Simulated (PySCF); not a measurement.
A structure optimised at B3LYP-D3(BJ)/def2-SVP, used in a PySCF frequency run:

```
B
N 1 1.3826
H 2 1.0135 1 122.26
H 2 1.0135 3 115.48 1 180.00
N 1 1.5032 2 124.10 3 180.00
C 5 1.2772 1 102.11 2 180.00
H 6 1.1025 5 124.17 1 180.00
N 1 1.5032 2 124.10 3 0.00
C 8 1.2772 1 102.11 2 180.00
H 9 1.1025 8 124.17 1 180.00
```

**Question.** Write its SMILES, formula and point group.

**Answer.** NB1N=CC=N1, C2H4BN3, C2v

**Question.** What are its rotational constants (standard atomic weights)?

**Answer.** 8.0429, 3.8021, 2.5817 GHz
